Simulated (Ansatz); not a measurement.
Geometry optimisation, RKS B3LYP-D4/def2-SVP (Ansatz).

Input:

```yaml
crystal:
  periodic: [false, false, false]
  atoms:
    - { symbol: Si, position_ang: [-1.299282, -0.26688, 0.690625] }
    - { symbol: "N", position_ang: [0.184094, -0.657262, 1.564432] }
    - { symbol: F, position_ang: [-1.422301, -0.907792, -0.79019] }
    - { symbol: F, position_ang: [-1.368395, 1.339813, 0.540649] }
    - { symbol: H, position_ang: [-2.487263, -0.756174, 1.41617] }
    - { symbol: H, position_ang: [1.123314, -0.044115, -0.47383] }
    - { symbol: C, position_ang: [0.996778, 0.58017, -1.351822] }
    - { symbol: H, position_ang: [0.417464, -1.610762, 1.821117] }
    - { symbol: H, position_ang: [0.993142, -0.047755, 1.539077] }
    - { symbol: H, position_ang: [1.976211, 0.964111, -1.675833] }
    - { symbol: H, position_ang: [0.336113, 1.42872, -1.122623] }
    - { symbol: H, position_ang: [0.549923, -0.022074, -2.157771] }
basis:
  gaussian: { orbitals: def2-SVP }
hamiltonian:
  xc: b3lyp
  dispersion: d4
relax:
  f_tol: 0.03
  max_steps: 50
output:
  orbitals: {}
```

Command:

```bash
$ ansatz run input.yaml --threads 2 --pin off --max-ram 3072MiB --backend cpu --events-out ev --progress --plain --runs-dir out
```

Problem. Where does it end, and by what steps?

Solution. The forces met the threshold. The force dipped under the threshold on the way, but the program's further checks kept it going. After 25 steps the energy has fallen by 0.248 eV; H6 moved furthest, 1.16 Å.

```tsv
step	energy less start (eV)	largest force component (eV/Å)	accepted
0	0.0000	1.472	yes
1	-0.1754	0.790	yes
2	-0.2151	0.287	yes
3	-0.2212	0.168	yes
4	-0.2255	0.204	yes
5	-0.2291	0.257	yes
6	-0.2167	0.293	no
7	-0.2337	0.084	yes
8	-0.2329	0.398	no
9	-0.2353	0.030	yes
10	-0.2366	0.099	yes
11	-0.2371	0.137	yes
12	-0.2382	0.064	yes
13	-0.2394	0.080	yes
14	-0.2394	0.174	no
15	-0.2410	0.022	yes
16	-0.2426	0.078	yes
17	-0.2411	0.253	no
18	-0.2443	0.074	yes
19	-0.2458	0.035	yes
20	-0.2458	0.157	no
21	-0.2468	0.031	yes
22	-0.2474	0.038	yes
23	-0.2478	0.052	yes
24	-0.2480	0.032	yes
25	-0.2481	0.010	yes
```

```xyz
12
Properties=species:S:1:pos:R:3
Si -1.477 -0.326 0.784
N -0.021 -0.717 1.560
F -1.643 -0.980 -0.693
F -1.521 1.268 0.506
H -2.629 -0.756 1.597
H 2.150 0.292 -0.895
C 1.272 0.686 -1.429
H 0.045 -1.507 2.192
H 0.884 -0.419 1.211
H 1.609 1.184 -2.348
H 0.740 1.412 -0.798
H 0.592 -0.138 -1.686
```

Whether the end is a true minimum wasn't checked by a vibrational analysis.

Run time: 120 s on 2 threads of Arm Neoverse N1, on a shared host, peak memory 0.24 GiB.
